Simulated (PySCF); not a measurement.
HSn, SMILES [SnH] (connectivity only; charge and spin as stated), neutral, multiplicity 2. Geometry: PBE-D3(BJ)/def2-TZVPD. The def2 effective core potentials stand for the cores of Sn; spin–orbit coupling is left out.

Method: PBE-D3(BJ)/def2-TZVPD in PySCF.

Harmonic wavenumbers (cm⁻¹): 1641. Rotational constants (GHz): 156.6 (linear); symmetry number 1.

Work out the zero-point energy and the ideal-gas rigid-rotor harmonic-oscillator thermochemistry at 298.15 K and 1 atm.

ZPE = ½ Σ hcν = ½ × 1641 cm⁻¹ = 9.82 kJ/mol. H − E(el) = 18.50 kJ/mol. Entropy in J/(mol K): translation 168.42, rotation 38.92, vibration 0.03, spin 5.76, total 213.13. G − E(el) = -45.05 kJ/mol. Cp = 29.29 J/(mol K).
